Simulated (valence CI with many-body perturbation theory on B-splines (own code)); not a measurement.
**Valence orbitals of Ru²¹⁺**

Calculated by relativistic CI+MBPT: five valence electrons over a frozen Dirac-Fock core [Ar], a basis of 7 s, 7 p, 8 d, 6 f, 4 g, 1 h functions for each j, with the one-electron correlation potential Σ1, the two-electron term Σ2, the three-electron term Σ3, Breit, model QED; selected CI, second order for the rest, scaled by the run's own slope (own B-spline code, finite nucleus).

No measured levels were compared; by estimate terms of the open shell hold to 2 to 4 % of their energy, and close levels can change places. Only levels of the ground parity were solved; by the run's estimate the other parity begins above the list, which can be wrong where configurations are misplaced.

These are the spectroscopic orbitals of the CI (the correlating ones are not listed), shaped by the core and the other valence electrons. h is the expectation value of the core's Dirac-Fock operator, without the valence repulsion; Σ1 is computed up to l = 3 at one energy for each symmetry, that of its lowest orbital but kept below the first core excitation, so for empty shells it is not the orbital's own correlation shift; Breit and QED include the response of the core.

```tsv
Orbital	h (hartree)	Σ1 (cm⁻¹)	Breit (cm⁻¹)	QED (cm⁻¹)	⟨r⟩ (bohr)
4s1/2	-27.21	-6718	1498	1074	0.7851
5s1/2	-16.363	-2457	715	518	1.309
6s1/2	-10.934	-1205	389	284	1.973
4p1/2	-25.856	-7965	2309	-74.3	0.7940
5p1/2	-15.708	-2947	1139	-35.6	1.333
6p1/2	-10.568	-1455	633	-19.5	2.013
4p3/2	-25.494	-7709	1457	30.3	0.8064
5p3/2	-15.538	-2900	720	15.7	1.348
6p3/2	-10.475	-1442	414	8.9	2.032
3d3/2	-45.89	-21123	3127	-384	0.3411
4d3/2	-23.478	-7796	1006	-92.2	0.7987
5d3/2	-14.583	-3127	493	-42.7	1.374
3d5/2	-45.664	-20615	1248	-254	0.3436
4d5/2	-23.403	-7694	454	-54.9	0.8018
5d5/2	-14.546	-3082	222	-24.9	1.378
4f5/2	-21.533	-13746	23.7	-41.0	0.7568
5f5/2	-13.708	-6150	11.3	-21.6	1.357
4f7/2	-21.514	-12973	-119	-29.9	0.7578
5f7/2	-13.697	-5773	-58.9	-15.7	1.359
5g7/2	-13.256		0.5	-3.3	1.240
5g9/2	-13.252		-8.3	-0.7	1.241
```

Among the shells of the start configuration 3d5, Σ1 is largest in size for 3d3/2, where it is 0.21 % of h.

Lowest root of each symmetry, sizes in configuration state functions:

```csv
J,Parity,Roots,Reference,Variational,Second order,Change by selected CI (cm⁻¹),Change by second order (cm⁻¹)
1/2,even,4,74,18063,173240,-17394,-9
3/2,even,7,127,27182,491296,-17252,-30
5/2,even,10,152,26429,594300,-12189,-71
7/2,even,7,137,26224,377776,-15934,-170
9/2,even,5,107,26419,512925,-15593,-113
11/2,even,3,67,26479,262863,-15756,-26
13/2,even,1,35,21771,141573,-16591,-15
```
